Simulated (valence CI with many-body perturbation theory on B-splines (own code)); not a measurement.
**Re XLIII: electric-dipole lines**

Method: valence CI with perturbative core correlation (CI+MBPT): five valence electrons over a frozen Dirac-Fock core [Ar] 3d10, a basis of 11 s, 11 p, 10 d, 8 f, 5 g, 2 h functions for each j, with the one-electron correlation potential Σ1, the two-electron term Σ2, the three-electron term Σ3, Breit, model QED; selected CI, second order for the rest, scaled by the run's own slope (own B-spline code, finite nucleus).

No measured spectrum was set against this ion. As an estimate, large intervals hold to a few tenths of a per cent, small ones and those within an open d or f shell to about a per cent. Among the levels kept, up to 2100 cm⁻¹ of a level comes from second order outside the variational space, and about a tenth of that is noise between levels of different J, which matters for small intervals.

Lines 201 to 250 of 545 in falling wavelength, among levels below 41.854 Ry, chosen from the strongest by gf and those to the six lowest levels. Wavelengths and rates use the calculated energies. Electric multipoles are in the length gauge, E1 and E2 with the static RPA response of the core. Weak lines are less certain than strong ones. Lines between different terms over intervals too small for the method are left out, as are lines whose strength nearly cancels. Where a level lies close to another of its J and parity, the split of strength between their lines is uncertain. The highest levels of a list are the least certain.

Levels are named by their leading jj configuration (3d3/2^4 stands for four electrons in 3d with j = 3/2), which in mixed levels can hold well under half, so a name can repeat and another be missing. Letters in brackets count levels of one name in rising energy.

```csv
λ vac (nm),Upper,Lower,A (s⁻¹),S (a.u.)
6.199,(4s 4p1/2 4p3/2^2 4d3/2) J=5/2 [b],(4s^2 4p1/2 4p3/2 4d3/2) J=3/2 [b],1.09e+11,7.67e-02
6.195,(4s^2 4p1/2 4p3/2 4f5/2) J=9/2,(4s^2 4p1/2 4p3/2 4d5/2) J=7/2 [a],1.13e+11,1.33e-01
6.185,(4s 4p1/2 4p3/2^2 4d5/2) J=7/2 [a],(4s^2 4p1/2 4p3/2 4d3/2) J=5/2 [b],7.28e+10,6.80e-02
6.181,(4s^2 4p3/2^2 4d5/2) J=5/2 [b],(4s^2 4p3/2^3) J=3/2,1.03e+12,7.20e-01
6.168,(4s^2 4p1/2 4p3/2 4d5/2) J=1/2,(4s^2 4p1/2 4p3/2^2) J=3/2,1.75e+11,4.06e-02
6.159,(4s 4p1/2 4p3/2^2 4d3/2) J=5/2 [b],(4s^2 4p1/2 4p3/2 4d3/2) J=5/2 [b],4.79e+10,3.31e-02
6.147,(4s 4p1/2^2 4p3/2 4d5/2) J=3/2 [b],(4s 4p1/2^2 4p3/2^2) J=5/2,1.13e+11,5.19e-02
6.136,(4s 4p1/2^2 4p3/2 4f7/2) J=5/2,(4s 4p1/2^2 4p3/2 4d3/2) J=3/2 [b],5.24e+10,3.58e-02
6.131,(4s 4p1/2 4p3/2^2 4d5/2) J=7/2 [c],(4s^2 4p1/2 4p3/2 4d5/2) J=5/2 [b],2.11e+11,1.92e-01
6.125,(4s 4p1/2 4p3/2^2 4d5/2) J=3/2 [b],(4s^2 4p1/2 4p3/2 4d5/2) J=3/2 [b],2.30e+11,1.04e-01
6.124,(4s 4p1/2 4p3/2^3) J=3/2 [a],(4s^2 4p1/2 4p3/2^2) J=5/2,6.43e+10,2.91e-02
6.122,(4s 4p1/2^2 4p3/2 4d5/2) J=3/2 [a],(4s^2 4p1/2^2 4d5/2) J=5/2,8.38e+10,3.79e-02
6.112,(4s 4p1/2 4p3/2^2 4d3/2) J=7/2 [b],(4s^2 4p1/2 4p3/2 4d3/2) J=7/2,6.79e+10,6.13e-02
6.112,(4s 4p1/2^2 4p3/2 4f5/2) J=5/2 [b],(4s 4p1/2^2 4p3/2 4d3/2) J=3/2 [b],7.22e+10,4.88e-02
6.103,(4s^2 4p1/2 4p3/2 4f5/2) J=5/2 [a],(4s^2 4p1/2 4p3/2 4d3/2) J=3/2 [a],1.56e+11,1.05e-01
6.100,(4s^2 4p1/2 4p3/2 4f5/2) J=7/2 [a],(4s^2 4p1/2 4p3/2 4d3/2) J=5/2 [a],4.46e+10,4.00e-02
6.096,(4s 4p1/2 4p3/2^2 4d3/2) J=7/2 [c],(4s^2 4p1/2 4p3/2 4d3/2) J=5/2 [b],1.79e+11,1.60e-01
6.093,(4s^2 4p1/2 4p3/2 4f5/2) J=5/2 [a],(4s^2 4p1/2 4p3/2 4d3/2) J=5/2 [a],1.05e+11,7.02e-02
6.081,(4s 4p1/2 4p3/2^2 4d5/2) J=3/2 [b],(4s^2 4p1/2 4p3/2 4d5/2) J=5/2 [b],1.35e+11,5.98e-02
6.081,(4s 4p1/2 4p3/2^2 4d5/2) J=9/2 [c],(4s^2 4p1/2 4p3/2 4d5/2) J=7/2 [b],3.98e+11,4.41e-01
6.077,(4p1/2^2 4p3/2^2 4d3/2) J=3/2,(4s 4p1/2^2 4p3/2 4d3/2) J=3/2 [b],2.07e+11,9.18e-02
6.077,(4s 4p1/2 4p3/2^2 4d5/2) J=5/2 [e],(4s 4p1/2 4p3/2^3) J=3/2 [a],4.69e+11,3.11e-01
6.070,(4s 4p1/2^2 4p3/2 4d5/2) J=5/2 [b],(4s 4p1/2^2 4p3/2^2) J=5/2,1.17e+11,7.72e-02
6.068,(4s 4p1/2 4p3/2^2 4d5/2) J=1/2 [a],(4s^2 4p1/2 4p3/2 4d5/2) J=3/2 [a],3.29e+11,7.25e-02
6.063,(4s 4p1/2 4p3/2^2 4d5/2) J=5/2 [c],(4s^2 4p1/2 4p3/2 4d5/2) J=3/2 [b],3.04e+11,2.00e-01
6.060,(4s 4p1/2 4p3/2^2 4d3/2) J=3/2 [e],(4s^2 4p1/2 4p3/2 4d3/2) J=5/2 [b],7.81e+10,3.43e-02
6.053,(4s 4p1/2^2 4p3/2 4f5/2) J=7/2 [a],(4s 4p1/2^2 4p3/2 4d3/2) J=5/2 [a],2.13e+11,1.87e-01
6.051,(4s 4p1/2 4p3/2^2 4d5/2) J=5/2 [f],(4s 4p1/2 4p3/2^3) J=5/2,4.48e+10,2.94e-02
6.046,(4s 4p1/2^2 4p3/2 4f7/2) J=7/2,(4s^2 4p1/2^2 4f5/2) J=5/2,5.53e+10,4.83e-02
6.040,(4s 4p1/2 4p3/2^2 4d5/2) J=7/2 [d],(4s^2 4p1/2 4p3/2 4d5/2) J=5/2 [b],7.33e+11,6.37e-01
6.034,(4s 4p1/2 4p3/2^2 4d5/2) J=5/2 [a],(4s^2 4p1/2 4p3/2 4d5/2) J=5/2 [a],4.31e+10,2.81e-02
6.029,(4s 4p1/2^2 4p3/2 4f7/2) J=9/2,(4s 4p1/2^2 4p3/2 4d3/2) J=7/2,3.48e+10,3.76e-02
6.024,(4s 4p1/2^2 4p3/2 4d5/2) J=7/2 [a],(4s^2 4p1/2^2 4d5/2) J=5/2,9.72e+10,8.39e-02
6.024,(4s 4p1/2 4p3/2^2 4d5/2) J=1/2 [b],(4s 4p1/2 4p3/2^3) J=3/2 [a],1.77e+11,3.82e-02
6.021,(4s^2 4p1/2 4p3/2 4f7/2) J=5/2 [a],(4s^2 4p1/2 4p3/2 4d3/2) J=7/2,4.29e+10,2.78e-02
6.020,(4s 4p1/2 4p3/2^2 4d5/2) J=5/2 [c],(4s^2 4p1/2 4p3/2 4d5/2) J=5/2 [b],6.44e+10,4.16e-02
6.020,(4s 4p1/2^2 4p3/2 4f5/2) J=5/2 [a],(4s 4p1/2^2 4p3/2 4d3/2) J=3/2 [a],2.23e+11,1.44e-01
6.007,(4s 4p1/2 4p3/2^2 4d5/2) J=3/2 [c],(4s^2 4p1/2 4p3/2 4d5/2) J=1/2,4.46e+11,1.91e-01
6.005,(4s 4p1/2 4p3/2^2 4d5/2) J=3/2 [d],(4s 4p1/2 4p3/2^3) J=3/2 [a],1.53e+11,6.56e-02
6.001,(4s^2 4p1/2 4d5/2^2) J=9/2 [b],(4s^2 4p1/2 4p3/2 4d5/2) J=9/2,2.79e+11,2.98e-01
6.000,(4s^2 4p1/2 4p3/2 4f5/2) J=7/2 [b],(4s^2 4p1/2 4p3/2 4d5/2) J=5/2 [a],6.97e+10,5.94e-02
5.998,(4s 4p1/2 4p3/2^2 4d5/2) J=5/2 [d],(4s^2 4p1/2 4p3/2 4d5/2) J=5/2 [b],1.12e+11,7.13e-02
5.995,(4s^2 4p1/2 4p3/2 4f7/2) J=5/2 [c],(4s^2 4p1/2 4p3/2 4d5/2) J=3/2 [a],4.95e+10,3.16e-02
5.992,(4s 4p1/2 4p3/2^2 4d5/2) J=5/2 [d],(4s^2 4p1/2 4p3/2 4d5/2) J=7/2 [b],1.61e+11,1.02e-01
5.985,(4s 4p1/2^2 4p3/2 4f5/2) J=5/2 [a],(4s 4p1/2^2 4p3/2 4d3/2) J=5/2 [a],6.63e+10,4.21e-02
5.980,(4s 4p1/2^2 4p3/2 4d3/2) J=3/2 [b],(4s^2 4p1/2^2 4d3/2) J=3/2,2.27e+11,9.58e-02
5.972,(4s 4p1/2^2 4p3/2 4f5/2) J=9/2,(4s 4p1/2^2 4p3/2 4d3/2) J=7/2,3.92e+11,4.12e-01
5.962,(4s 4p1/2^2 4p3/2 4f5/2) J=3/2,(4s 4p1/2^2 4p3/2 4d3/2) J=1/2 [a],1.06e+11,4.42e-02
5.960,(4s 4p1/2^2 4p3/2 4f5/2) J=3/2,(4s 4p1/2^2 4p3/2 4d3/2) J=3/2 [a],1.51e+11,6.32e-02
5.960,(4s 4p1/2^2 4p3/2 4f7/2) J=7/2,(4s 4p1/2^2 4p3/2 4d3/2) J=7/2,4.82e+10,4.03e-02
```
